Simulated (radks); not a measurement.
Tc5+, 38 electrons, occupied as [Kr] 4d2. All-electron calculation, Dirac Kohn-Sham, LDA (Slater exchange, Perdew-Wang correlation), spin-unpolarised, spherical densities, point nucleus; open shells are shared between the two j in proportion to 2j + 1; speed of light set to 274.072 atomic units (2 times the physical value, a model run). Program: a radial shooting solver on a logarithmic mesh with Libxc functionals.

Normalised radial functions P(r) = r R(r) (large component), r in bohr:

| r | 5p1/2 |
|---|---|
| 0.00414 | 0.0032 |
| 0.005477 | 0.0053 |
| 0.007247 | 0.0087 |
| 0.009589 | 0.0142 |
| 0.01269 | 0.0230 |
| 0.01679 | 0.0364 |
| 0.02221 | 0.0560 |
| 0.02939 | 0.0829 |
| 0.03889 | 0.1165 |
| 0.05145 | 0.1517 |
| 0.06808 | 0.1766 |
| 0.09007 | 0.1714 |
| 0.1192 | 0.1134 |
| 0.1577 | -0.0066 |
| 0.2086 | -0.1597 |
| 0.2761 | -0.2663 |
| 0.3653 | -0.2286 |
| 0.4833 | -0.0118 |
| 0.6395 | 0.2819 |
| 0.8461 | 0.4340 |
| 1.119 | 0.2611 |
| 1.481 | -0.1952 |
| 1.96 | -0.6364 |
| 2.593 | -0.7378 |
| 3.431 | -0.4866 |
| 4.54 | -0.1823 |
| 6.007 | -0.0350 |
| 7.948 | -0.0029 |

5p1/2 (empty): eigenvalue -40.645 eV, 3 radial nodes at r = 0.156, 0.489, 1.33 bohr, <r> = 2.54 bohr, 90 % of the charge inside 3.61 bohr.
